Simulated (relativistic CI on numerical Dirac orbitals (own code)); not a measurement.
# S II: from the plainest model towards the measured levels

Calculated with a relativistic CI code on KLI orbitals (one set per configuration, finite nucleus), adding one ingredient at a time: step 1, Dirac-Coulomb, each configuration alone; step 2, with Breit and QED terms; step 3, with configuration mixing; step 4, with scaled Slater integrals (0.85); step 5, with a P86 correlation estimate; step 6, tied to the ionisation limit. P86 is a density functional for the correlation energy, evaluated here for each configuration and added to its levels. Step 6 is semi-empirical: configurations made of the next ion and one excited electron move by -7928 cm⁻¹, so that their limit matches the tabulated ionisation energy, and those with a non-penetrating f or g electron also take the P86 value of the least penetrating other one.

CI space (outside the closed core [Ne]): 3s2 3p3, 3s 3p4, 3s2 3p2 3d, 3s2 3p2 4s, 3s2 3p2 4p, 3p5, 3s 3p3 3d, 3s2 3p2 5s, 3s2 3p2 4d, 3s2 3p2 5p, 3s2 3p2 4f, 3s2 3p2 5d, 3s2 3p2 5f, 3s2 3p 3d2, 3s2 3d3, 3s2 3d2 4s, 3s2 3d2 4p, 3s 3p 3d3, 3s2 3d2 5s, 3s2 3p 4s2, 3s2 3d 4s2, 3s2 4s2 4p, 3s 3p 3d 4s2, 3s2 4s2 5s, 3s2 3p 3d 4s, 3s2 3d 4s 4p, 3s 3p 3d2 4s, 3s2 3d 4s 5s.

Computed minus measured energy above the ground level, in cm⁻¹, for 12 of the 34 excited levels that pair in every step (one J of a term; a digit in brackets numbers repeated terms):

```
Configuration  Term    J  Measured  Step 1  Step 2  Step 3  Step 4  Step 5  Step 6
      3s2 3p3    jj  5/2     14885    4003    3999    3541     840     842     846
       3s 3p4    4P  5/2     79395    7096    7046    4216    5874    6729    5268
       3s 3p4    2D  3/2     97891   26010   25954    8668    7352    8674    5564
   3s2 3p2 3d    2P  3/2    105599   10283   10256    9126    6998    9347    2742
   3s2 3p2 4s    4P  1/2    109561   -1276   -1256    7930    4072    8421     528
   3s2 3p2 3d    4F  3/2    110177    -871    -884    8333    5872    8557     653
   3s2 3p2 4s    2P  1/2    112938      36      50    9313    4814    9078    1256
   3s2 3p2 3d    4D  1/2    114162    -410    -431    9720    6470    9135    1218
   3s2 3p2 4s    2D  3/2    121529    2129    2123   10964    4972    9304    1415
   3s2 3p2 3d    2G  7/2    127127    2629    2594   12160    6768    9418    1516
   3s2 3p2 3d    4P  5/2    130602   -3234   -3264   13326    7351   10050    3201
   3s2 3p2 3d    2D  3/2    133361    1977    1944   13163    6170    9190    1416
```

Mean absolute errors in cm⁻¹, over all paired levels and for the configurations:

```csv
"Configuration, levels",Step 1,Step 2,Step 3,Step 4,Step 5,Step 6
"all, 34",4530,4521,9319,5806,8449,2042
"3s2 3p3, 2",5465,5465,3095,794,785,788
"3s 3p4, 5",14686,14625,5996,6464,7507,5383
"3s2 3p2 3d, 20",3077,3078,10816,6585,9306,1700
"3s2 3p2 4s, 7",1159,1156,9194,4540,8864,990
```

Measured levels: NIST Handbook of Basic Atomic Spectroscopic Data (Sansonetti and Martin, J. Phys. Chem. Ref. Data 34, 1559 (2005)).

The mean absolute error is lowest at step 6 (2042 cm⁻¹), and the largest single drop is from step 5 to 6 (8449 to 2042). Mixing lowers the ground level by 10478, with 3s 3p3 3d as its largest admixture; relative to it the configurations that move most are 3s2 3p2 3d by +9221, 3s2 3p2 4s by +9104, 3s 3p4 by -8629. Configurations whose own partners of that kind are not in the list rise by much of that lowering, so a short list can trade one imbalance for another. The P86 estimate moves 3s2 3p2 4s by +4324, 3s2 3p2 3d by +2721, 3s 3p4 by +1043, and takes the mean absolute error of the excited configurations from 6119 to 8928; it adds to levels that were already too high. Step 6 takes that error from 8928 to 2120; the error more than halves for 3s2 3p2 3d, 3s2 3p2 4s.
